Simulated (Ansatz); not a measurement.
Pulling on the Si1–F2 bond in F2H2Si (SMILES F[SiH2]F) (multiplicity 1 held, fragments rigid). Energies count from the point at 1.592 Å.
Geometry at that point (charge 0, multiplicity 1):
```xyz
5

Si     0.224    -0.146     0.361
F     -0.895    -0.951    -0.435
F      0.409     1.268    -0.347
H      1.490    -0.886     0.262
H     -0.250     0.079     1.733
```

Signs of static correlation in cc-pV(D+d)Z, with CASSCF(6,4), from Ansatz (an electronic-structure program) runs.

```json
[
 {"R (Å)": "1.273", "T1 of restricted CCSD": "0.010", "⟨S²⟩ of UHF": "0.000", "largest double amplitude of restricted CCSD": "0.030", "weight of the CASSCF reference in MRCISD": "0.914", "CASSCF natural occupations": "2.00 2.00 1.99 0.01"},
 {"R (Å)": "1.432", "T1 of restricted CCSD": "0.011", "⟨S²⟩ of UHF": "0.000", "largest double amplitude of restricted CCSD": "0.031", "weight of the CASSCF reference in MRCISD": "0.912", "CASSCF natural occupations": "2.00 2.00 1.99 0.01"},
 {"R (Å)": "1.592", "T1 of restricted CCSD": "0.012", "⟨S²⟩ of UHF": "0.000", "largest double amplitude of restricted CCSD": "0.033", "weight of the CASSCF reference in MRCISD": "0.911", "CASSCF natural occupations": "2.00 2.00 1.99 0.01"},
 {"R (Å)": "1.751", "T1 of restricted CCSD": "0.013", "⟨S²⟩ of UHF": "0.000", "largest double amplitude of restricted CCSD": "0.036", "weight of the CASSCF reference in MRCISD": "0.910", "CASSCF natural occupations": "2.00 2.00 1.98 0.02"},
 {"R (Å)": "1.910", "T1 of restricted CCSD": "0.015", "⟨S²⟩ of UHF": "0.000", "largest double amplitude of restricted CCSD": "0.036", "weight of the CASSCF reference in MRCISD": "0.909", "CASSCF natural occupations": "2.00 2.00 1.97 0.03"},
 {"R (Å)": "2.149", "T1 of restricted CCSD": "0.017", "⟨S²⟩ of UHF": "0.000", "largest double amplitude of restricted CCSD": "0.070", "weight of the CASSCF reference in MRCISD": "0.909", "CASSCF natural occupations": "2.00 2.00 1.95 0.05"},
 {"R (Å)": "2.387", "T1 of restricted CCSD": "0.022", "⟨S²⟩ of UHF": "0.168", "largest double amplitude of restricted CCSD": "0.115", "weight of the CASSCF reference in MRCISD": "0.909", "CASSCF natural occupations": "2.00 2.00 1.90 0.10"},
 {"R (Å)": "2.785", "T1 of restricted CCSD": "0.039", "⟨S²⟩ of UHF": "0.827", "largest double amplitude of restricted CCSD": "[?]", "weight of the CASSCF reference in MRCISD": "0.910", "CASSCF natural occupations": "2.00 2.00 1.73 0.27"},
 {"R (Å)": "3.183", "T1 of restricted CCSD": "0.067", "⟨S²⟩ of UHF": "0.956", "largest double amplitude of restricted CCSD": "[?]", "weight of the CASSCF reference in MRCISD": "0.912", "CASSCF natural occupations": "2.00 2.00 1.47 0.53"},
 {"R (Å)": "3.661", "T1 of restricted CCSD": "0.111", "⟨S²⟩ of UHF": "0.994", "largest double amplitude of restricted CCSD": "0.664", "weight of the CASSCF reference in MRCISD": "0.912", "CASSCF natural occupations": "2.00 2.00 1.23 0.77"},
 {"R (Å)": "4.297", "T1 of restricted CCSD": "0.153", "⟨S²⟩ of UHF": "1.004", "largest double amplitude of restricted CCSD": "1.052", "weight of the CASSCF reference in MRCISD": "0.913", "CASSCF natural occupations": "2.00 2.00 1.08 0.92"},
 {"R (Å)": "5.093", "T1 of restricted CCSD": "0.168", "⟨S²⟩ of UHF": "1.005", "largest double amplitude of restricted CCSD": "1.264", "weight of the CASSCF reference in MRCISD": "0.913", "CASSCF natural occupations": "2.00 2.00 1.01 0.99"}
]
```

Question: Complete the blanks.

Answer: 
- 2.785, largest double amplitude of restricted CCSD: 0.210
- 3.183, largest double amplitude of restricted CCSD: 0.367

Doubts at one or more of the structures used: active orbitals that take no part (SC-NEVPT2 on CASSCF(6,4)/cc-pV(D+d)Z); a restricted determinant that unrestricted orbitals would lower (R-CCSD(T)/cc-pV(D+d)Z); other coupled-cluster roots lie near (R-CCSD(T)/cc-pV(D+d)Z); T1 above 0.05 (R-CCSD(T)/cc-pV(D+d)Z, U-CCSD(T)/cc-pV(D+d)Z); a spin-contaminated determinant (U-CCSD(T)/cc-pV(D+d)Z).
